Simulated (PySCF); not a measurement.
# MSH across group 15

Level: PBE0, basis family def2-TZVP, scalar-relativistic core potentials from Rb on and no relativity for lighter atoms.

Each entry is the lowest minimum that a search over a few typed start shapes (and spin states, where more than one is plausible) found, or that minimum re-optimised at the stated level; isomers with ligand–ligand bonds, or fragments after loss of a ligand pair, can lie lower. Open shells are unrestricted; no spin–orbit coupling; PySCF with density fitting.

```csv
molecule,2S+1,point group,mean bond to the central atom (Å),highest ω (cm⁻¹),polar-tensor charge of the central atom,distinct angles (°),dipole (D)
HPS,1,Cs,1.682,2245,0.40,102,1.39
HAsS,1,Cs,1.794,2062,0.48,100,1.84
HSbS,1,Cs,1.979,1848,0.63,100,2.77
HBiS,?,?,?,?,?,?,?
```

Task: Fill in the row of HBiS.

Result: 2S+1: 1; point group: Cs; mean bond to the central atom (Å): 2.062; highest ω (cm⁻¹): 1728; polar-tensor charge of the central atom: 0.71; distinct angles (°): 99; dipole (D): 3.56.

Spin–orbit coupling can matter for HBiS.

Left out of the table are members whose search was unfinished or whose lowest solution was spin-contaminated, unstable, very soft or bonded differently.
